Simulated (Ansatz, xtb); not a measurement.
**Cl2HInSe: which of two structures lies lower**

We compare X, a singlet given by its coordinates, with Y, the triplet with the links of `[Cl][In]([Cl])[SeH]`. Both are isolated molecules in the gas phase, relaxed with PBE0-D4/def2-SVP; the shapes shown needn't be the lowest conformers.

X (Å):

```yaml
atoms:
  - { symbol: Cl, position_ang: [0.0103, 1.2607, 1.0506] }
  - { symbol: Cl, position_ang: [-2.2475, -0.8434, -1.9290] }
  - { symbol: In, position_ang: [-0.1064, -0.7946, -0.9698] }
  - { symbol: Se, position_ang: [-0.1510, -0.9297, 1.5881] }
  - { symbol: H, position_ang: [1.3091, -0.6413, -1.9098] }
```

Close contacts (Å): Cl1–In3 2.88, Cl1–Se4 2.26, Cl2–In3 2.35, In3–Se4 2.56, In3–H5 1.71.

Y (Å):

```xyz
5

Cl   -1.2008   -0.9178    2.0502
Cl    1.9539   -0.6736   -0.4268
In   -0.4478   -1.3475   -0.1753
Se   -0.1435    1.1346   -1.4188
H    -0.1118    1.7306   -0.0707
```

Question: Estimate which is lower in electronic energy at CCSD(T)/def2-SVP + ΔMP2/def2-TZVPP, and by roughly how much.

Answer: The CCSD(T)/def2-SVP + ΔMP2/def2-TZVPP calculation puts structure X lower, by 46.7 kJ/mol.

The same difference at several levels:

```csv
level,geometry,E(Y) − E(X) (kJ/mol),departure from the last row (kJ/mol),"job, with rough time for the two"
PBE0-D4/def2-SVP,PBE0-D4/def2-SVP,+9.2,−37.5,"optimisation, 7 min"
HF/def2-SVP,PBE0-D4/def2-SVP,−29.3,−75.9,part of the CCSD(T) run
MP2/def2-SVP,PBE0-D4/def2-SVP,+27.5,−19.1,part of the CCSD(T) run
CCSD(T)/def2-SVP,PBE0-D4/def2-SVP,+24.6,−22.0,single point
CCSD(T)/def2-SVP + ΔMP2/def2-TZVPP,PBE0-D4/def2-SVP,+46.7,,"single point, 1.8 min"
```

HF/def2-SVP puts the two in the other order. The largest departure from CCSD(T)/def2-SVP + ΔMP2/def2-TZVPP is that of HF/def2-SVP, 75.9 kJ/mol. At CCSD(T)/def2-SVP + ΔMP2/def2-TZVPP a singlet with the links of Y lies below this triplet. Levels run at GFN2-xTB geometries aren't shown. The last row adds to CCSD(T) the change of the MP2 difference between the two basis sets, here +22.0 kJ/mol, a large step that makes the value less sure.

With harmonic frequencies from PBE0-D4/def2-SVP (ideal gas, rigid rotor, one conformer each, 298.15 K, 1 atm): on the last row, ΔE + ΔZPE = +48.4 kJ/mol. A mode under 50 cm⁻¹ makes harmonic enthalpies and free energies unreliable, so none is given.

Open shells are spin-unrestricted. The correlated steps freeze 23 core orbitals; the filled d shell of In and Se is correlated, in a basis made for valence electrons. Atoms past krypton carry core potentials in the def2 sets and no spin–orbit term is included. ΔG holds the spin degeneracy. Programs: Ansatz 0.2.0; the last row on 2 threads of Intel(R) Xeon(R) Platinum 8259CL CPU @ 2.50GHz (Skylake/Cascade Lake) on a shared host.
